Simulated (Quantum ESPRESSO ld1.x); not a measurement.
Values are calculated unless marked as measured or tabulated.
Species: the mercury ion Hg51+. Configuration: [Ar] 3d10 4s1. Code: ld1.x of Quantum ESPRESSO 7.5. Model: Dirac Kohn-Sham, PBE, spin-unpolarised, spherical densities, point nucleus.

Normalised radial functions P(r) = r R(r) (large component), r in bohr:

r          3d3/2
0.001006  0.0001
0.001279  0.0002
0.001612  0.0004
0.00205   0.0007
0.002606  0.0012
0.003286  0.0021
0.004178  0.0037
0.005268  0.0065
0.006697  0.0117
0.008446  0.0206
0.01074   0.0371
0.01365   0.0663
0.01721   0.1149
0.02188   0.1994
0.0276    0.3321
0.03508   0.5447
0.0446    0.8556
0.05625   1.2560
0.0715    1.7449
0.09017   2.2085
0.1146    2.5372
0.1457    2.5540
0.1838    2.2005
0.2336    1.5446
0.2946    0.8617
0.3746    0.3435
0.4724    0.0958
0.6005    0.0153
0.7634    0.0013
0.9627    0.0001

3d3/2: eigenvalue -5000.5 eV, 0 radial nodes, <r> = 0.157 bohr, 90 % of the charge inside 0.243 bohr.
